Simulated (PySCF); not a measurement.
PySCF input for C3H2BrF, SMILES C=C=C(F)Br, SMD-PBE0/def2-SVP. Coordinates come from a PBE0-D3(BJ)/def2-SVP optimisation.

```python
import numpy as np
from pyscf import gto, scf, dft
from pyscf.solvent import smd

mol = gto.M(
    atom='''
    C    -0.81729014    2.77340150   -0.00000000
    C    -0.13849885    1.65623345   -0.00000000
    C     0.51786054    0.52713763   -0.00000000
    F     1.83849858    0.43390980    0.00000000
    Br   -0.33408419   -1.14771712   -0.00000000
    H    -1.11298488    3.26213782   -0.93612272
    H    -1.11298488    3.26213781    0.93612273
    ''',
    basis='def2-SVP',
    charge=0,
    spin=0,
    max_memory=1600,
    verbose=3,
)
mf = dft.RKS(mol, xc='pbe0').density_fit(auxbasis='def2-universal-jkfit')
mf.grids.level = 3
mf.conv_tol = 1e-9
mf.max_cycle = 100
mf.kernel()
res = {}
for name in ['water', 'dichloromethane', 'benzene']:
    s = mf.SMD()
    s.with_solvent.solvent, s.with_solvent.sasa_ng = name, 302
    s.kernel(mf.make_rdm1())
    res[name] = (s.e_tot, s.with_solvent.get_cds(), s.dip_moment(), s.mo_energy, s.converged)
    print(f'SMD {name}: dG(solv) = {(s.e_tot - mf.e_tot) * 627.509474:.3f} kcal/mol, of which CDS {res[name][1] * 627.509474:.3f}')
```

It prints:

```
converged SCF energy = -2788.42838328976
converged SCF energy = -2788.42731952088
Dipole moment(X, Y, Z, Debye): -1.64335,  2.12871,  0.00000
SMD water: dG(solv) = 0.668 kcal/mol, of which CDS 3.152
converged SCF energy = -2788.43428174398
Dipole moment(X, Y, Z, Debye): -1.57678,  2.01783,  0.00000
SMD dichloromethane: dG(solv) = -3.701 kcal/mol, of which CDS -1.597
converged SCF energy = -2788.43326275653
Dipole moment(X, Y, Z, Debye): -1.40527,  1.72237,  0.00000
SMD benzene: dG(solv) = -3.062 kcal/mol, of which CDS -1.949
```

The run converged.

Cost: about 50 core-seconds (a rough figure).
